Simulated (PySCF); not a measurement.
CoN₂⁻ at several levels of theory

All levels use the PBE0 minimum (triplet; Co–N 1.583 Å (×2); N–Co–N 137.5°), basis [Co def2-TZVPD, N def2-TZVPD], no relativity, density fitting, no spin–orbit coupling, PySCF. For vertical energies the ionised species is a doublet (spins chosen at PBE0 and kept). Open shells are unrestricted, also as the reference of the correlated levels. Dipoles are about the centre of mass. A dash marks a value that was not computed or is not defined at that level.

```tsv
level	vertical detachment energy (eV)	−ε(HOMO) (eV)	dipole (D)
PBE0	2.09	0.51	1.50
HF	-2.23	3.62	2.71
MP2	5.55	–	–
PBE	2.40	-0.88	0.94
r2SCAN	?	?	?
B3LYP	?	?	?
TPSSh	2.23	-0.25	1.28
M06-2X	1.85	1.12	1.69
revPBE	2.30	-0.95	0.93
```

Q: Fill in the row of r2SCAN.

A: vertical detachment energy (eV) 2.28, −ε(HOMO) (eV) -0.66, dipole (D) 1.03.

Q: Fill in the row of B3LYP.

A: vertical detachment energy (eV) 2.34, −ε(HOMO) (eV) 0.36, dipole (D) 1.48.

The highest occupied level lies above zero at PBE, r2SCAN, TPSSh, revPBE, a mark of self-interaction error.

Spin contamination in at least one species weakens the values at: PBE0, HF, MP2, PBE, r2SCAN, B3LYP, TPSSh, M06-2X, revPBE.

Open d and f shells are described by one determinant, and the ground state may have another occupation or spin. The lowest empty level of this anion is unbound, so it and the gap depend on the basis.
